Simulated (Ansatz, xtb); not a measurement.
**BFH4SSi: 4 structures ranked**

4 gas-phase structures of BFH4SSi, found in a search over its isomers (lower ones may exist). Each was relaxed with GFN2-xTB; where two conformers were screened, the lower at r2SCAN-D4/def2-SVP is listed:

A. `BS[SiH2]F`, a singlet
B. `F[SiH2]BS`, a singlet
C. `F[Si@H]1[BH2-][SH+]1`, a singlet
D. `FBS[SiH3]`, a singlet

**Question.** Estimate their order in r2SCAN-D4/def2-SVP energy at these geometries, lowest first.

**Answer.** Calculated order at r2SCAN-D4/def2-SVP: D (0.000), A (0.358), B (0.867), C (1.320) eV.

Energies above the lowest of each column, in eV; the last columns are at B3LYP/6-31G* geometries and were run for some of them only (a dash: not run or not comparable):

| structure | GFN2-xTB | HF/STO-3G | r2SCAN-D4/def2-SVP | B3LYP/6-31G* | CCSD(T)/def2-TZVP |
| --- | --- | --- | --- | --- | --- |
| D | 0.196 | 0.000 | 0.000 | 0.000 | 0.006 |
| A | 0.000 | 1.284 | 0.358 | 0.141 | 0.000 |
| B | 1.017 | 2.004 | 0.867 | 0.836 | 0.684 |
| C | 1.044 | 2.739 | 1.320 | – | – |

CCSD(T)/def2-TZVP has A and D within 1 kcal/mol of each other at the bottom, and every level picks one of them. CCSD(T)/def2-TZVP orders those it was run on as A (0.000), D (0.006), B (0.684) eV. Less than 1 kcal/mol parts A and D, so the order within that pair means little. Flexible structures stand in one conformer each, not always the lowest. Frequencies (B3LYP/6-31G*) were run for A, B, D alone.

Over these structures GFN2-xTB departs from r2SCAN-D4/def2-SVP by 0.245 eV on average once a common shift is removed. A GFN2-xTB relaxation took about 0.44 s and the r2SCAN-D4/def2-SVP energy about 2.2 s on a shared host (Ansatz 0.2.0, xtb 6.7.1 (Pople sets with spherical d functions)).
